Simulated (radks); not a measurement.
The numbers below are computed, except where a source is named.
Question: Radial electron density D(r) = 4 pi r^2 rho(r) of an atom or ion with 27 electrons. Level of theory: scalar-relativistic Kohn-Sham, PBE, spin-unpolarised, spherical densities, finite nucleus; Fermi nuclear charge, rms radius of each element as measured or else 0.836 A^(1/3) + 0.57 fm (a radial shooting solver on a logarithmic mesh with Libxc functionals).

| r (bohr) | D(r) (e/bohr) |
|---|---|
| 0.0022 | 1.021 |
| 0.002481 | 1.270 |
| 0.00282 | 1.600 |
| 0.003179 | 1.981 |
| 0.003585 | 2.446 |
| 0.004042 | 3.012 |
| 0.004557 | 3.696 |
| 0.005138 | 4.518 |
| 0.005793 | 5.499 |
| 0.006531 | 6.661 |
| 0.007423 | 8.123 |
| 0.00837 | 9.723 |
| 0.009437 | 11.56 |
| 0.01064 | 13.63 |
| 0.012 | 15.93 |
| 0.01353 | 18.44 |
| 0.01525 | 21.11 |
| 0.0172 | 23.87 |
| 0.01954 | 26.80 |
| 0.02204 | 29.40 |
| 0.02484 | 31.71 |
| 0.02801 | 33.55 |
| 0.03158 | 34.79 |
| 0.03561 | 35.31 |
| 0.04015 | 35.06 |
| 0.04527 | 34.09 |
| 0.05145 | 32.46 |
| 0.05801 | 30.69 |
| 0.06541 | 29.10 |
| 0.07375 | 28.13 |
| 0.08315 | 28.14 |
| 0.09375 | 29.34 |
| 0.1057 | 31.64 |
| 0.1192 | 34.64 |
| 0.1355 | 37.79 |
| 0.1527 | 39.80 |
| 0.1722 | 40.11 |
| 0.1942 | 38.30 |
| 0.2189 | 34.50 |
| 0.2468 | 29.44 |
| 0.2783 | 24.24 |
| 0.3138 | 20.13 |
| 0.3566 | 17.88 |
| 0.4021 | 17.91 |
| 0.4533 | 19.42 |
| 0.5111 | 21.30 |
| 0.5763 | 22.46 |
| 0.6498 | 22.17 |
| 0.7326 | 20.30 |
| 0.826 | 17.25 |
| 0.9388 | 13.41 |
| 1.059 | 9.911 |
| 1.193 | 6.925 |
| 1.346 | 4.613 |
| 1.517 | 2.950 |
| 1.711 | 1.818 |
| 1.929 | 1.078 |
| 2.175 | 0.6088 |
| 2.472 | 0.3092 |
| 2.787 | 0.1507 |
| 3.142 | 0.06633 |
| 3.543 | 0.02577 |

What is the nuclear charge?

Answer: Z = 29. The innermost maximum, from 1s, lies near gamma/Z bohr with gamma = sqrt(1 - (Z/c)^2) = 0.977, here 0.0337 bohr (found: 0.0365), and its height grows with Z. The density is that of the copper ion Cu2+ in [Ar] 3d9; the configuration itself is not fixed sharply by these data, and Z only to about a unit. D(r) has 3 maxima, at r = 0.0365, 0.165, 0.600 bohr, and minima at 0.0780, 0.377 bohr, inside which lie 2.09, 10.85 electrons.
